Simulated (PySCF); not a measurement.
SMILES C=C/C=C\c1ccco1 (C8H8O) (GFN2-xTB optimised geometry):

```
17

C     -3.284    -0.661     0.000
C     -1.958    -0.535     0.000
C     -1.069    -1.666     0.000
C      0.277    -1.637     0.000
C      1.155    -0.503     0.000
C      2.533    -0.503     0.000
C      2.937     0.848     0.000
C      1.787     1.578     0.000
O      0.711     0.777     0.000
H     -3.760    -1.629     0.000
H     -3.939     0.193     0.000
H     -1.508     0.446     0.000
H     -1.551    -2.636     0.000
H      0.814    -2.577     0.000
H      3.168    -1.365     0.000
H      3.939     1.225     0.000
H      1.609     2.636     0.000
```

Calculation: PBE/def2-SVP in PySCF 2.14.0.

### Question
What are the frontier orbital energies and the dipole moment?

### Answer
HOMO-2 -7.01 eV, HOMO-1 -6.53 eV, HOMO -4.88 eV, LUMO -2.05 eV, LUMO+1 -0.11 eV; dipole moment 1.01 D.

Meta-Löwdin charges at PBE/def2-SVP: C1 -0.23, C2 -0.10, C3 -0.11, C4 -0.13, C5 0.15, C6 -0.17, C7 -0.17, C8 0.04, O9 -0.21, H10 0.10, H11 0.11, H12 0.11, H13 0.10, H14 0.12, H15 0.12, H16 0.12, H17 0.13.
